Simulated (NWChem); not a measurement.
System meant: silacyclobutane (C3H8Si); SMILES C1[SiH2]CC1

Input file for NWChem:

```
start job
memory heap 200 mb stack 900 mb global 1100 mb
geometry units angstroms noautoz
  C     -0.193860     1.339546     0.000000
  C      0.157989     0.415774    -1.198197
  Si    -0.069254    -1.038008     0.000000
  C      0.157989     0.415774     1.198197
  H      0.319738     2.316025     0.000000
  H     -1.276119     1.550264     0.000000
  H      1.217217     0.521340    -1.484969
  H     -0.457230     0.525718    -2.102274
  H     -1.456338    -1.600584     0.000000
  H      0.902113    -2.177955     0.000000
  H      1.217217     0.521340     1.484969
  H     -0.457230     0.525718     2.102274
end
basis spherical
  C library def2-svp
  Si library def2-svp
  H library def2-svp
end
dft
  odft
  mult 2
  xc xpbe96 cpbe96
  iterations 150
  mulliken
end
task dft energy
```

End of the output:

```
 ==============================================================================
                                 internuclear angles
 ------------------------------------------------------------------------------
        center 1       |       center 2       |       center 3       |  degrees
 ------------------------------------------------------------------------------
    2 C                |   1 C                |   4 C                |   100.95
    2 C                |   1 C                |   5 H                |   114.89
    2 C                |   1 C                |   6 H                |   109.63
    4 C                |   1 C                |   5 H                |   114.89
    4 C                |   1 C                |   6 H                |   109.63
    5 H                |   1 C                |   6 H                |   106.73
    1 C                |   2 C                |   3 Si               |    86.64
    1 C                |   2 C                |   7 H                |   111.18
    1 C                |   2 C                |   8 H                |   116.63
    3 Si               |   2 C                |   7 H                |   110.65
    3 Si               |   2 C                |   8 H                |   121.94
    7 H                |   2 C                |   8 H                |   108.32
    2 C                |   3 Si               |   4 C                |    78.31
    2 C                |   3 Si               |   9 H                |   113.51
    2 C                |   3 Si               |  10 H                |   120.36
    4 C                |   3 Si               |   9 H                |   113.51
    4 C                |   3 Si               |  10 H                |   120.36
    9 H                |   3 Si               |  10 H                |   108.36
    1 C                |   4 C                |   3 Si               |    86.64
    1 C                |   4 C                |  11 H                |   111.18
    1 C                |   4 C                |  12 H                |   116.63
    3 Si               |   4 C                |  11 H                |   110.65
    3 Si               |   4 C                |  12 H                |   121.94
   11 H                |   4 C                |  12 H                |   108.32
 ------------------------------------------------------------------------------
                            number of included internuclear angles:         24
 ==============================================================================

 Summary of "ao basis" -> "" (spherical)
 ------------------------------------------------------------------------------
       Tag                 Description            Shells   Functions and Types
 ---------------- ------------------------------  ------  ---------------------
 C                          def2-svp                 6       14   3s2p1d
 Si                         def2-svp                 8       18   4s3p1d
 H                          def2-svp                 3        5   2s1p

  pbe96 is a nonlocal functional; adding pw91lda local functional.

                                 NWChem DFT Module
                                 -----------------

 Summary of "ao basis" -> "ao basis" (spherical)
 ------------------------------------------------------------------------------
       Tag                 Description            Shells   Functions and Types
 ---------------- ------------------------------  ------  ---------------------
 C                          def2-svp                 6       14   3s2p1d
 Si                         def2-svp                 8       18   4s3p1d
 H                          def2-svp                 3        5   2s1p

      Symmetry analysis of basis
      --------------------------

        a'         63
        a"         37

  number of electrons :                   40
  multiplicity        :                    2
 ------------------------------------------------------------------------
  no. of electrons and multiplicity not compatible                  40
 ------------------------------------------------------------------------
 ------------------------------------------------------------------------
  current input line :
    29: task dft energy
 ------------------------------------------------------------------------
 ------------------------------------------------------------------------
 There is an error in the input file
 ------------------------------------------------------------------------
 For more information see the NWChem manual at https://nwchemgit.github.io

0: no. of electrons and multiplicity not compatible:Received an Error in Communication
```

**Question.** What is wrong, and how is it mended?

**Answer.** The program refused the input. Cause: the multiplicity doesn't fit the number of electrons (an even count wants an odd multiplicity, and the reverse). This input runs:
```
start job
memory heap 200 mb stack 900 mb global 1100 mb
geometry units angstroms noautoz
  C     -0.193860     1.339546     0.000000
  C      0.157989     0.415774    -1.198197
  Si    -0.069254    -1.038008     0.000000
  C      0.157989     0.415774     1.198197
  H      0.319738     2.316025     0.000000
  H     -1.276119     1.550264     0.000000
  H      1.217217     0.521340    -1.484969
  H     -0.457230     0.525718    -2.102274
  H     -1.456338    -1.600584     0.000000
  H      0.902113    -2.177955     0.000000
  H      1.217217     0.521340     1.484969
  H     -0.457230     0.525718     2.102274
end
basis spherical
  C library def2-svp
  Si library def2-svp
  H library def2-svp
end
dft
  xc xpbe96 cpbe96
  iterations 150
  mulliken
end
task dft energy
```
It converges to -408.09829 Ha (PBE/def2-SVP).
